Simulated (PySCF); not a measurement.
## Static response to an electric field

Species: C₇H₈S.
Geometry (GFN2-xTB, Å), atoms numbered from 1 in this order:
```xyz
16
C7H8S angstrom
C      2.5518   -1.0493    0.0081
C      1.5084   -0.4652   -0.0472
C      0.2227    0.1957   -0.1159
C      0.3584    1.5933   -0.7121
C     -0.6071    0.0724    1.1919
C     -1.5651   -0.9023    0.4858
C     -0.8194   -0.6805   -0.7917
S     -1.0542   -1.1262   -2.3170
H      3.4767   -1.5414    0.0574
H      1.0166    2.2015   -0.0949
H      0.7760    1.5241   -1.7141
H     -0.6177    2.0705   -0.7731
H     -1.0708    1.0113    1.4848
H     -0.0632   -0.3445    2.0363
H     -2.6166   -0.6177    0.4532
H     -1.5041   -1.9327    0.8370
```

Level: CAM-B3LYP/def2-SVPD (PySCF), static field, nuclei fixed, core orbitals frozen in the response. The polarisability tensor in these axes (au):

```
x   104.65  -0.46   5.61
y    -0.46  86.85   6.08
z     5.61   6.08 103.26
```

Question: Diagonalise the tensor; give its mean and Δα, where Δα² is half the sum of the squared differences of the eigenvalues.

Answer: Principal values 84.59, 99.94 and 110.24 au; mean 98.26 au = 14.56 Å³ = 16.20 × 10⁻⁴⁰ C²·m²/J; Δα = 22.36 au (23 % of the mean).

Question: What is the dipole moment, and where does it point?

Answer: (-0.05, 0.99, 2.48) D, 2.67 D in size, pointing from the negative to the positive side. Measured along this direction, the outermost atoms are S8 at the negative end and H13 and H14 at the positive end.

Question: Find the Langevin capture rate constant for H3O+ (19.018 u) meeting this molecule (124.035 u), k = 2.342 × 10⁻⁹ cm³/s × √(α in Å³ / reduced mass in u).

Answer: The reduced mass is 16.49 u, so k = 2.20 × 10⁻⁹ cm³/s. The formula leaves out the permanent dipole, which adds to the capture rate.

Question: What are the principal values of the traceless quadrupole moment, Θ = ½Σq(3rr − r²1), about the centre of nuclear charge?

Answer: -8.03, 1.07, 6.96 D·Å. The values depend on the origin, since the dipole doesn't vanish. The electronic extent ⟨r²⟩ about the same centre is 1101 bohr², a root-mean-square distance of 2.16 Å for the 66 electrons.

Question: Rayleigh depolarisation ratio (linearly polarised light, static tensor)?

Answer: ρ = 3Δα²/(45ᾱ² + 4Δα²) = 1499.9/(434436 + 1999.8) = 0.00344.

Geometry: GFN2-xTB; no solvent, vibrations or thermal averaging.

These values come from a run that also computed excited states. On Arm Neoverse N1, one thread, no GPU, on a shared host, this took 92 s and 1.1 GiB of memory at its peak.
